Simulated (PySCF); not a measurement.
Caution: the restricted solution is unstable towards spin-unrestricted or complex orbitals, so a lower solution exists and this singlet may not be the ground state.  The multiplicity is imposed and other spin states were not computed.

## [Rh(F)3] (charge 0, multiplicity 1)

Level of theory: PySCF with TPSSh-D3(BJ)/def2-TZVP // TPSS-D3(BJ)/def2-SVP.

```yaml
HOMO: -7.99 eV
dipole_moment: 2.03 D
HOMO–LUMO gap: 2.43 eV
LUMO: -5.56 eV
charge on the central atom (Mulliken): 1.24 e
total_energy: -410.1415 Ha
cost: very roughly 80 core-seconds
```

```xyz
4

Rh     0.1365     0.3456    -0.1134
F      1.5098    -0.7394    -0.6826
F     -1.4841    -0.0790    -0.8755
F      0.0553     0.4930     1.7197
```
